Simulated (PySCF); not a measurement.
This script is equivalent to a calculation on Pd (palladium, neutral).

```python
from pyscf import gto, scf, dft, mp, cc
import basis_set_exchange as bse
txt = bse.get_basis("aug-cc-pVDZ-PP", elements=["Pd"], fmt="nwchem", header=False)
cut = txt.index("\nECP")
mol = gto.M(atom="Pd 0 0 0", charge=0, spin=0, symmetry="D2h",
            basis=gto.basis.parse(txt[:cut]),
            ecp={"Pd": gto.basis.parse_ecp(txt[cut:])})
mf = scf.UHF(mol)
mf.irrep_nelec = {'Ag': (3, 3), 'B1g': (1, 1), 'B2g': (1, 1), 'B3g': (1, 1), 'B1u': (1, 1), 'B2u': (1, 1), 'B3u': (1, 1)}
mf.kernel()
```

(1) What total energy does it give?

(2) Which occupied shell lies highest, and where?

Energies and moments cover only the electrons outside the core potential.

## Answers

(1) -126.60791 hartree (calculated).

(2) 4d, at -8.889 eV.
